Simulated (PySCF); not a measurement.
## TlIn and its ions

UHF-CCSD(T); Tl cc-pVDZ-PP with ECP60, In cc-pVDZ-PP with ECP28; scalar-relativistic core potentials (PySCF 2.14). Neutral (UHF): triplet (σ ↑, π ↑), Re = 3.117 Å, ωe = 99.2 cm⁻¹, De = 1.02 eV.

TlIn⁺ (UHF): doublet (σ ↑), Re = 3.624 Å, ωe = 61.3 cm⁻¹. The energies at the minima are -360.88303 hartree for TlIn and -360.69335 for TlIn⁺.

(1) Work out the adiabatic ionisation energy, without and with harmonic zero-point energies (1 hartree = 27.2114 eV, 1 eV = 8065.5 cm⁻¹), and the change of the bond length.

Correlated steps freeze 8 core orbitals. Correlated levels converge slowly with the basis: in double zeta they bind strong bonds too weakly, by up to about 1 eV, and carry superposition errors of some tenths. These are scalar-relativistic numbers at best; spin–orbit coupling would shift them, the dissociation energy most. States were picked by a PBE0 search and need not be the measured ground states.

## Answers

(1) At UHF-CCSD(T): 0.18968 hartree = 5.161 eV between the minima; the zero-point term (61.3 − 99.2)/2 cm⁻¹ = -0.002 eV makes it 5.159 eV. Re changes by +50.7 pm against the neutral. The electron leaves a π orbital, and the longer bond of the ion fits a bonding orbital, or a change in how ionic the bond is.
